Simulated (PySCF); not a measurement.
C5H8O, charge -1, doublet, at a GFN2-xTB geometry (a state made from the parent by changing its charge; the spin is typed, not shown lowest) (in this run its highest filled SCF level lies above zero, so its values depend strongly on the basis, on diffuse functions most of all); SVWN5/6-31G run with PySCF.

PySCF was given this input:
```python
from pyscf import gto, scf, dft

mol = gto.Mole()
mol.atom = '''
    O     0.885028    1.891381   -0.622251
    C     0.387565    0.857318    0.005160
    C     1.134796   -0.479395    0.115700
    C     0.060916   -1.555982   -0.035579
    C    -1.195791   -0.893375    0.525856
    C    -1.111285    0.535546    0.001167
    H     1.932003   -0.575989   -0.634860
    H     1.622843   -0.584639    1.103980
    H     0.303272   -2.496270    0.478802
    H    -0.093419   -1.780813   -1.095258
    H    -1.148806   -0.892888    1.619466
    H    -2.113876   -1.413906    0.225421
    H    -1.551043    0.592998   -1.015983
    H    -1.688396    1.235792    0.622609
'''
mol.basis = '6-31g'
mol.charge = -1
mol.spin = 1
mol.verbose = 4
mol.build()

mf = dft.UKS(mol)
mf.xc = 'lda,vwn'
mf.kernel()
mf.analyze()
```

The log (banner, timings and long lists left out):

```
PySCF version 2.14.0

[INPUT] verbose = 4
[INPUT] num. atoms = 14
[INPUT] num. electrons = 47
[INPUT] charge = -1
[INPUT] spin (= nelec alpha-beta = 2S) = 1
[INPUT] symmetry False subgroup None
[INPUT] Mole.unit = angstrom
[INPUT] Symbol           X                Y                Z      unit          X                Y                Z       unit  Magmom
[...]
nuclear repulsion = 233.248734154557
number of shells = 46
number of NR pGTOs = 164
number of NR cGTOs = 70
basis = 6-31g
ecp = {}

******** <class 'pyscf.dft.uks.UKS'> ********
method = UKS
initial guess = minao
damping factor = 0
level_shift factor = 0
DIIS = <class 'pyscf.scf.diis.CDIIS'>
diis_start_cycle = 1
diis_space = 8
diis_damp = 0
SCF conv_tol = 1e-09
SCF conv_tol_grad = None
SCF max_cycles = 50
direct_scf = True
direct_scf_tol = 1e-13
number electrons alpha = 24  beta = 23
XC library pyscf.dft.libxc version 7.1.2
    S. Lehtola, C. Steigemann, M. J. T. Oliveira, and M. A. L. Marques,  SoftwareX 7, 1–5 (2018)
XC functionals = lda,vwn
    P. A. M. Dirac,  Math. Proc. Cambridge Philos. Soc. 26, 376 (1930)
    F. Bloch,  Z. Phys. 57, 545 (1929)
    S. H. Vosko, L. Wilk, and M. Nusair,  Can. J. Phys. 58, 1200 (1980)
radial grids:
    Treutler-Ahlrichs [JCP 102, 346 (1995); DOI:10.1063/1.469408] (M4) radial grids

becke partition: Becke, JCP 88, 2547 (1988); DOI:10.1063/1.454033
pruning grids: <function nwchem_prune>
grids dens level: 3
symmetrized grids: False
atomic radii adjust function: <function treutler_atomic_radii_adjust>
small_rho_cutoff = 0
Set gradient conv threshold to 3.16228e-05
tot grids = 163136
init E= -268.505511760819

cycle= 1 E= -267.787834614617  delta_E= 0.718  |g|= 0.751  |ddm|= 2.58
cycle= 2 E= -263.667874882553  delta_E= 4.12  |g|= 2.14  |ddm|= 13.8
cycle= 3 E= -267.852063485892  delta_E= -4.18  |g|= 0.63  |ddm|= 13.7
cycle= 4 E= -268.059392914205  delta_E= -0.207  |g|= 0.134  |ddm|= 1.03
cycle= 5 E= -268.070281690354  delta_E= -0.0109  |g|= 0.077  |ddm|= 1.04
cycle= 6 E= -268.073565515278  delta_E= -0.00328  |g|= 0.0467  |ddm|= 0.456
cycle= 7 E= -268.074679498718  delta_E= -0.00111  |g|= 0.00392  |ddm|= 0.0895
cycle= 8 E= -268.074686168739  delta_E= -6.67e-06  |g|= 0.00229  |ddm|= 0.0185
cycle= 9 E= -268.074689176727  delta_E= -3.01e-06  |g|= 0.000732  |ddm|= 0.00721
cycle= 10 E= -268.074689448312  delta_E= -2.72e-07  |g|= 0.000271  |ddm|= 0.00199
cycle= 11 E= -268.074689500196  delta_E= -5.19e-08  |g|= 4.82e-05  |ddm|= 0.00116
cycle= 12 E= -268.074689501557  delta_E= -1.36e-09  |g|= 2.47e-05  |ddm|= 0.000202
cycle= 13 E= -268.074689501821  delta_E= -2.64e-10  |g|= 4.2e-06  |ddm|= 4.59e-05
Extra cycle  E= -268.074689501812  delta_E= 9.55e-12  |g|= 6.36e-06  |ddm|= 2.4e-05
converged SCF energy = -268.074689501812  <S^2> = 0.75115946  2S+1 = 2.0011591
**** SCF Summaries ****
Total Energy =                        -268.074689501811918
Nuclear Repulsion Energy =             233.248734154557070
One-electron Energy =                 -837.649224709374266
Two-electron Energy =                  336.325801053005250
Two-electron Coulomb Energy =          372.899520474625092
DFT Exchange-Correlation Energy =      -36.573719421619849
**** MO energy ****
                             alpha | beta                alpha | beta
[...]
To work with the spin densities directly, `use mulliken_meta_spin()` only printing them here.

 ** Mulliken spin pop alpha/beta on meta-lowdin orthogonal AOs **
 ** Mulliken Spin Density (per AO)  **
spin_pop of  0 O 1s       -0.00000
spin_pop of  0 O 2s        0.00290
spin_pop of  0 O 3s        0.00010
spin_pop of  0 O 2px       0.01118
spin_pop of  0 O 2py       0.05494
spin_pop of  0 O 2pz       0.24864
spin_pop of  0 O 3px      -0.00013
spin_pop of  0 O 3py       0.00081
spin_pop of  0 O 3pz       0.00257
spin_pop of  1 C 1s       -0.00001
spin_pop of  1 C 2s        0.03661
spin_pop of  1 C 3s        0.00133
spin_pop of  1 C 2px       0.01227
spin_pop of  1 C 2py       0.04335
spin_pop of  1 C 2pz       0.38305
spin_pop of  1 C 3px      -0.00022
spin_pop of  1 C 3py      -0.00031
spin_pop of  1 C 3pz       0.00357
spin_pop of  2 C 1s        0.00000
spin_pop of  2 C 2s       -0.00242
spin_pop of  2 C 3s        0.00000
spin_pop of  2 C 2px      -0.00422
spin_pop of  2 C 2py      -0.00749
spin_pop of  2 C 2pz       0.00002
spin_pop of  2 C 3px       0.00005
spin_pop of  2 C 3py       0.00023
spin_pop of  2 C 3pz       0.00207
spin_pop of  3 C 1s        0.00000
spin_pop of  3 C 2s        0.00157
spin_pop of  3 C 3s        0.00000
spin_pop of  3 C 2px       0.00639
spin_pop of  3 C 2py      -0.00062
spin_pop of  3 C 2pz       0.00233
spin_pop of  3 C 3px       0.00132
spin_pop of  3 C 3py       0.00183
spin_pop of  3 C 3pz       0.00001
spin_pop of  4 C 1s       -0.00000
spin_pop of  4 C 2s       -0.00016
spin_pop of  4 C 3s        0.00006
spin_pop of  4 C 2px       0.00492
spin_pop of  4 C 2py       0.00019
spin_pop of  4 C 2pz      -0.00013
spin_pop of  4 C 3px       0.00169
spin_pop of  4 C 3py       0.00080
spin_pop of  4 C 3pz       0.00026
spin_pop of  5 C 1s        0.00000
spin_pop of  5 C 2s        0.00017
spin_pop of  5 C 3s        0.00008
spin_pop of  5 C 2px      -0.00755
spin_pop of  5 C 2py      -0.00164
spin_pop of  5 C 2pz      -0.00008
spin_pop of  5 C 3px       0.00008
spin_pop of  5 C 3py       0.00093
spin_pop of  5 C 3pz       0.00243
spin_pop of  6 H 1s        0.03067
spin_pop of  6 H 2s        0.00509
spin_pop of  7 H 1s        0.03943
spin_pop of  7 H 2s        0.00169
spin_pop of  8 H 1s        0.01317
spin_pop of  8 H 2s        0.00383
spin_pop of  9 H 1s        0.00114
spin_pop of  9 H 2s        0.00050
spin_pop of  10 H 1s        0.00117
spin_pop of  10 H 2s        0.00005
spin_pop of  11 H 1s        0.00324
spin_pop of  11 H 2s        0.00088
spin_pop of  12 H 1s        0.06139
spin_pop of  12 H 2s        0.00972
spin_pop of  13 H 1s        0.02312
spin_pop of  13 H 2s        0.00113
 ** Mulliken Spin Density (per atom)  **
spin density of  0 O =      0.32100
spin density of  1 C =      0.47963
spin density of  2 C =     -0.01175
spin density of  3 C =      0.01284
spin density of  4 C =      0.00762
spin density of  5 C =     -0.00557
spin density of  6 H =      0.03576
spin density of  7 H =      0.04112
spin density of  8 H =      0.01700
spin density of  9 H =      0.00164
spin density of  10 H =      0.00122
spin density of  11 H =      0.00413
spin density of  12 H =      0.07111
spin density of  13 H =      0.02425
 ** Mulliken pop alpha/beta on meta-lowdin orthogonal AOs **
 ** Mulliken pop       alpha | beta **
In total            24.00000 | 23.00000
 ** Mulliken atomic charges   ( Nelec_alpha | Nelec_beta ) **
charge of  0O =     -0.61558  (     4.46829      4.14729 )
charge of  1C =      0.00282  (     3.23841      2.75878 )
charge of  2C =     -0.24935  (     3.11880      3.13055 )
charge of  3C =     -0.21874  (     3.11579      3.10295 )
charge of  4C =     -0.21815  (     3.11288      3.10526 )
charge of  5C =     -0.25032  (     3.12237      3.12795 )
charge of  6H =      0.06934  (     0.48321      0.44745 )
charge of  7H =      0.05544  (     0.49284      0.45172 )
charge of  8H =      0.06386  (     0.47657      0.45957 )
charge of  9H =      0.08735  (     0.45715      0.45551 )
charge of  10H =      0.08636  (     0.45743      0.45621 )
charge of  11H =      0.07337  (     0.46538      0.46125 )
charge of  12H =      0.04182  (     0.51465      0.44353 )
charge of  13H =      0.07179  (     0.47623      0.45198 )

WARN: System has nonzero charge -1; the dipole moment is origin-dependent.
Location of origin: [0. 0. 0.]

Dipole moment(X, Y, Z, Debye): -2.19918, -4.74917,  1.31016
```
